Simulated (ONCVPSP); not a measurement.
N: variants of one ONCV potential

Base potential:

```
Element                 : nitrogen
Generator               : ONCVPSP 4.0.1
Type                    : optimised norm-conserving Vanderbilt (ONCV)
Functional              : PBE
Relativity              : scalar-relativistic
Frozen core             : [He]
Valence charge          : 5
Reference configuration : 2s2 2p3
Partial waves           : 2s: rc 0.75 bohr, ncon 4, nbas 7, qcut 9.8 1/bohr, 3 projectors, debl 3.8 Ha; 2p: rc 1.65 bohr, ncon 5, nbas 10, qcut 8.3 1/bohr, 2 projectors, debl 1.8 Ha; d scattering state at 0.06 Ha: rc 1.40 bohr, ncon 3, nbas 8, qcut 7.7 1/bohr, 2 projectors, debl 3.4 Ha
Local potential         : polynomial inside 0.70 bohr (lpopt 3, dvloc0 6 Ha)
Core correction         : Teter function, fcfact 5, rcfact 1.1
```

Cutoffs, loose and tight: the cutoffs (Ha) at which the residual kinetic energy of the hardest occupied pseudo-wave falls to 1 and 0.1 mHa per electron. They do not see the model core or the augmentation charge, which bear on the density cutoff. Test errors are all-electron minus pseudo excitation energies from the reference, over the configurations 2s2 2p2; 2s2 2p1; 2s2 2p0; 2s2 2p2.5. A dash means not determined; rows that change the core or the reference have their own tests.

A true bound ghost makes a file unfit for plane-wave use even where its test errors are small: the radial tests pick states by their node count and pass the ghost by.

```json
{"change": "base", "outcome": "generated", "cutoff, loose": "30 Ha", "cutoff, tight": "184 Ha", "bound ghosts": "s", "GHOST(+) flags above zero": "s", "largest test error (meV)": "+724"}
{"change": "p: rc 1.18", "outcome": "generated", "cutoff, loose": "33 Ha", "cutoff, tight": "184 Ha", "bound ghosts": "s", "GHOST(+) flags above zero": "s", "largest test error (meV)": "+386"}
{"change": "p: rc 1.46", "outcome": "generated", "cutoff, loose": "30 Ha", "cutoff, tight": "184 Ha", "bound ghosts": "s", "GHOST(+) flags above zero": "s", "largest test error (meV)": "+558"}
{"change": "p: rc 1.66", "outcome": "generated", "cutoff, loose": "30 Ha", "cutoff, tight": "184 Ha", "bound ghosts": "s", "GHOST(+) flags above zero": "s", "largest test error (meV)": "+735"}
{"change": "p: rc 1.84", "outcome": "generated", "cutoff, loose": "30 Ha", "cutoff, tight": "184 Ha", "bound ghosts": "s", "GHOST(+) flags above zero": "s", "largest test error (meV)": "+920"}
```

Question: What comes out with this change to the base: p: rc 2.34?

Answer: outcome: generated; cutoff, loose: 30 Ha; cutoff, tight: 184 Ha; bound ghosts: s; GHOST(+) flags above zero: s; largest test error (meV): +1706.

Question: What comes out with this change to the base: p: rc 2.06?

Answer: outcome: generated; cutoff, loose: 30 Ha; cutoff, tight: 184 Ha; bound ghosts: s; GHOST(+) flags above zero: s; largest test error (meV): +1216.

Reading the sweep of the p radius (base included, trends over the rows without a ghost): Bound ghosts are found at 1.18, 1.46, 1.65, 1.66, 1.84, 2.06, 2.34 bohr. Every judged row has one, so this setting neither creates nor removes them.
